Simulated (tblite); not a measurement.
Record of a relaxation.

C7H2FNSe.
SMILES with atom numbers: `[CH:1]#[C:2][C:3]#[C:4][c:5]1[n:6][cH:7][c:8]([F:9])[se:10]1` (hydrogens: H11 on C1; H12 on C7)

Computed with GFN2-xTB (tblite), gas phase: L-BFGS steps from a force-field or distance-geometry start until the largest atomic force falls under 0.01 eV/Å. 9 of its 45 geometries are shown.

Step 0: E = -724.8724 eV, largest atomic force 4.868 eV/Å
```
atom  x, y, z in Å  |  force x, y, z in eV/Å
C1      4.779    0.106   -0.342   -1.447  -0.003   0.031
C2      3.560    0.066   -0.314   -0.446   0.018   0.106
C3      2.162    0.025   -0.256    0.076   0.013  -0.132
C4      0.932    0.007   -0.219   -0.772  -0.113  -0.163
C5     -0.518   -0.040   -0.170   -0.026  -0.048  -0.921
N6     -1.267    0.046    0.846    3.477   0.459   3.376
C7     -2.542    0.022    0.930   -3.574   0.053   1.875
C8     -3.305   -0.113   -0.188    1.510  -0.105  -1.147
F9     -4.636   -0.168   -0.289    0.948   0.027  -0.167
Se10   -1.920   -0.222   -1.577   -0.505  -0.190  -1.791
H11     5.833    0.168   -0.376   -0.296  -0.053  -0.002
H12    -3.077    0.103    1.929    1.055  -0.057  -1.064
```

Step 6: E = -725.8988 eV, largest atomic force 1.073 eV/Å
```
atom  x, y, z in Å  |  force x, y, z in eV/Å
C1      4.639    0.111   -0.340   -0.380  -0.007   0.009
C2      3.428    0.068   -0.299   -0.556  -0.020  -0.111
C3      2.051    0.024   -0.278   -0.033  -0.003  -0.039
C4      0.822   -0.013   -0.272    1.071   0.050  -0.034
C5     -0.548   -0.028   -0.102   -0.461  -0.081  -0.412
N6     -1.161    0.068    1.012    0.508  -0.022  -0.261
C7     -2.488    0.024    0.982   -0.277   0.040   0.313
C8     -3.083   -0.117   -0.233   -0.179   0.005   0.073
F9     -4.406   -0.166   -0.358   -0.018  -0.029  -0.232
Se10   -1.923   -0.230   -1.673    0.825   0.083   0.564
H11     5.697    0.154   -0.373   -0.402  -0.023   0.036
H12    -3.027    0.105    1.907   -0.098   0.005   0.095
```

Step 11: E = -726.0351 eV, largest atomic force 0.175 eV/Å
```
atom  x, y, z in Å  |  force x, y, z in eV/Å
C1      4.578    0.112   -0.339    0.088  -0.003  -0.015
C2      3.374    0.067   -0.313   -0.141  -0.009  -0.065
C3      2.024    0.023   -0.288    0.002   0.001  -0.025
C4      0.810   -0.014   -0.290    0.001   0.005  -0.045
C5     -0.568   -0.034   -0.135    0.061   0.003   0.091
N6     -1.127    0.069    1.019   -0.070  -0.004   0.045
C7     -2.465    0.029    1.008   -0.172   0.000   0.032
C8     -3.047   -0.114   -0.215   -0.057   0.007  -0.008
F9     -4.362   -0.171   -0.414    0.044  -0.013  -0.113
Se10   -1.813   -0.221   -1.616    0.029   0.004   0.074
H11     5.622    0.148   -0.367    0.109   0.005   0.015
H12    -3.026    0.107    1.924    0.105   0.005   0.014
```

Step 16: E = -726.0434 eV, largest atomic force 0.124 eV/Å
```
atom  x, y, z in Å  |  force x, y, z in eV/Å
C1      4.579    0.110   -0.344   -0.007  -0.003  -0.018
C2      3.374    0.066   -0.334    0.036   0.000  -0.041
C3      2.024    0.023   -0.298    0.000   0.000  -0.040
C4      0.809   -0.012   -0.293   -0.018   0.008   0.122
C5     -0.566   -0.034   -0.113   -0.011   0.003   0.001
N6     -1.141    0.068    1.034    0.030   0.003   0.010
C7     -2.481    0.029    1.011    0.055   0.001   0.026
C8     -3.052   -0.113   -0.218    0.004  -0.002   0.030
F9     -4.359   -0.175   -0.452   -0.011  -0.001  -0.040
Se10   -1.800   -0.220   -1.600   -0.001  -0.006  -0.051
H11     5.627    0.148   -0.362    0.000  -0.002   0.005
H12    -3.013    0.109    1.942   -0.077  -0.002  -0.003
```

Step 22: E = -726.0483 eV, largest atomic force 0.079 eV/Å
```
atom  x, y, z in Å  |  force x, y, z in eV/Å
C1      4.582    0.108   -0.357   -0.036  -0.001  -0.020
C2      3.376    0.065   -0.365    0.052   0.003   0.011
C3      2.024    0.023   -0.323    0.025   0.002   0.002
C4      0.811   -0.007   -0.250    0.041  -0.001  -0.041
C5     -0.567   -0.032   -0.093    0.030   0.007   0.073
N6     -1.150    0.069    1.049   -0.029   0.003   0.034
C7     -2.490    0.028    1.019    0.000  -0.001  -0.031
C8     -3.048   -0.114   -0.216    0.014  -0.006  -0.064
F9     -4.349   -0.177   -0.483   -0.024   0.004   0.047
Se10   -1.787   -0.220   -1.592    0.048   0.002   0.010
H11     5.632    0.147   -0.357   -0.071  -0.007  -0.017
H12    -3.033    0.109    1.942   -0.050  -0.003  -0.003
```

Step 28: E = -726.0517 eV, largest atomic force 0.042 eV/Å
```
atom  x, y, z in Å  |  force x, y, z in eV/Å
C1      4.581    0.106   -0.375    0.014   0.000  -0.009
C2      3.376    0.065   -0.386    0.001   0.000   0.008
C3      2.026    0.024   -0.340    0.004   0.003   0.042
C4      0.817   -0.004   -0.222   -0.009   0.004   0.007
C5     -0.559   -0.028   -0.058   -0.020  -0.002  -0.014
N6     -1.161    0.071    1.073   -0.014  -0.001  -0.001
C7     -2.500    0.028    1.017   -0.015   0.000  -0.002
C8     -3.041   -0.115   -0.226    0.013   0.004  -0.005
F9     -4.342   -0.177   -0.494    0.028  -0.004  -0.015
Se10   -1.758   -0.219   -1.582   -0.014   0.003   0.036
H11     5.629    0.143   -0.362    0.018  -0.003  -0.034
H12    -3.067    0.106    1.928   -0.004  -0.003  -0.013
```

Step 33: E = -726.0538 eV, largest atomic force 0.081 eV/Å
```
atom  x, y, z in Å  |  force x, y, z in eV/Å
C1      4.586    0.105   -0.395   -0.015  -0.005  -0.001
C2      3.380    0.065   -0.388   -0.015   0.007   0.057
C3      2.030    0.028   -0.311   -0.013   0.000  -0.017
C4      0.820    0.001   -0.201    0.008  -0.004   0.058
C5     -0.558   -0.026   -0.037    0.017   0.010   0.012
N6     -1.171    0.072    1.089   -0.005   0.005  -0.014
C7     -2.511    0.028    1.018   -0.008  -0.004  -0.008
C8     -3.035   -0.113   -0.232   -0.015  -0.020  -0.007
F9     -4.332   -0.181   -0.516   -0.025   0.005  -0.008
Se10   -1.742   -0.218   -1.569    0.045   0.001  -0.067
H11     5.634    0.138   -0.399   -0.016  -0.003  -0.044
H12    -3.100    0.102    1.914    0.042   0.007   0.040
```

Step 38: E = -726.0604 eV, largest atomic force 0.109 eV/Å
```
atom  x, y, z in Å  |  force x, y, z in eV/Å
C1      4.585    0.097   -0.455   -0.016  -0.006  -0.001
C2      3.383    0.070   -0.349    0.006  -0.002  -0.004
C3      2.037    0.040   -0.229   -0.011   0.001   0.003
C4      0.828    0.014   -0.098    0.027   0.008   0.027
C5     -0.553   -0.015    0.026    0.006   0.001   0.015
N6     -1.209    0.078    1.126    0.022   0.002   0.033
C7     -2.546    0.025    1.011    0.056  -0.006  -0.036
C8     -3.019   -0.120   -0.259   -0.033   0.005  -0.009
F9     -4.304   -0.192   -0.593   -0.025  -0.006  -0.021
Se10   -1.674   -0.211   -1.557   -0.054   0.006   0.084
H11     5.631    0.117   -0.545   -0.037   0.003   0.000
H12    -3.159    0.096    1.895    0.059  -0.005  -0.092
```

Step 44: E = -726.0617 eV, largest atomic force 0.009 eV/Å
```
atom  x, y, z in Å  |  force x, y, z in eV/Å
C1      4.582    0.094   -0.472    0.003  -0.003  -0.001
C2      3.383    0.070   -0.344   -0.008  -0.001  -0.004
C3      2.038    0.043   -0.210   -0.002   0.000   0.006
C4      0.832    0.019   -0.065    0.000   0.003   0.003
C5     -0.549   -0.012    0.048    0.002  -0.001   0.001
N6     -1.218    0.079    1.141    0.003  -0.002   0.000
C7     -2.552    0.024    1.006    0.001   0.000   0.000
C8     -3.015   -0.121   -0.268   -0.002   0.003   0.002
F9     -4.296   -0.195   -0.615   -0.003  -0.002   0.001
Se10   -1.656   -0.209   -1.545    0.003  -0.001  -0.007
H11     5.625    0.113   -0.580    0.001   0.003   0.002
H12    -3.174    0.094    1.881    0.003   0.001  -0.002
```

Task: Summarise the path.

Result: The energy falls by 27.43 kcal/mol from step 0 to step 44; nine tenths of that is first reached at step 7. It falls at every step. The largest force goes from 4.868 to 0.009 eV/Å. Among the bonds C8–Se10 changes most, from 1.965 to 1.867 Å; the atoms move by 0.253 Å rms after alignment.

Task: Follow the three bonds and two angles with the largest change from start to end.

Result: 
| step | E above end (kcal/mol) | largest force (eV/Å) | C8–Se10 (Å) | C4–C5 (Å) | N6–C7 (Å) | N6–C5–Se10 (°) | C5–N6–C7 (°) |
| --- | --- | --- | --- | --- | --- | --- | --- |
| 0 | 27.43 | 4.868 | 1.965 | 1.451 | 1.278 | 99.0 | 129.9 |
| 2 | 15.72 | 2.830 | 1.939 | 1.459 | 1.382 | 105.0 | 122.2 |
| 4 | 7.74 | 1.972 | 1.888 | 1.441 | 1.345 | 110.5 | 116.6 |
| 6 | 3.76 | 1.073 | 1.853 | 1.380 | 1.328 | 110.3 | 117.3 |
| 8 | 1.50 | 0.869 | 1.858 | 1.385 | 1.343 | 111.2 | 117.5 |
| 10 | 0.71 | 0.226 | 1.865 | 1.387 | 1.340 | 113.8 | 115.6 |
| 11 | 0.61 | 0.175 | 1.869 | 1.387 | 1.338 | 114.4 | 115.1 |
| 13 | 0.52 | 0.123 | 1.873 | 1.386 | 1.339 | 114.5 | 115.0 |
| 15 | 0.45 | 0.113 | 1.869 | 1.387 | 1.341 | 114.1 | 115.3 |
| 17 | 0.40 | 0.120 | 1.867 | 1.387 | 1.341 | 113.9 | 115.5 |
| 19 | 0.36 | 0.087 | 1.870 | 1.387 | 1.341 | 114.0 | 115.6 |
| 21 | 0.33 | 0.070 | 1.870 | 1.387 | 1.341 | 114.1 | 115.5 |
| 23 | 0.29 | 0.094 | 1.867 | 1.387 | 1.341 | 114.0 | 115.5 |
| 25 | 0.25 | 0.063 | 1.866 | 1.387 | 1.341 | 114.0 | 115.4 |
| 27 | 0.23 | 0.047 | 1.869 | 1.386 | 1.341 | 114.0 | 115.4 |
| 29 | 0.22 | 0.053 | 1.871 | 1.385 | 1.342 | 114.1 | 115.4 |
| 31 | 0.20 | 0.068 | 1.869 | 1.386 | 1.342 | 114.1 | 115.3 |
| 33 | 0.18 | 0.081 | 1.864 | 1.387 | 1.342 | 114.0 | 115.3 |
| 34 | 0.17 | 0.109 | 1.862 | 1.388 | 1.342 | 114.0 | 115.3 |
| 36 | 0.09 | 0.132 | 1.863 | 1.389 | 1.342 | 114.0 | 115.5 |
| 38 | 0.03 | 0.109 | 1.871 | 1.386 | 1.343 | 114.1 | 115.6 |
| 40 | 0.01 | 0.059 | 1.870 | 1.385 | 1.343 | 114.1 | 115.4 |
| 42 | 0.00 | 0.011 | 1.867 | 1.386 | 1.342 | 114.0 | 115.4 |
| 44 | 0.00 | 0.009 | 1.867 | 1.386 | 1.342 | 114.0 | 115.4 |

The cost below is that of the whole relaxation. Time: 0.26 s wall. Hardware: one thread, Arm Neoverse V2 (aarch64), shared host with 96 logical CPUs at a one-minute load of 38.
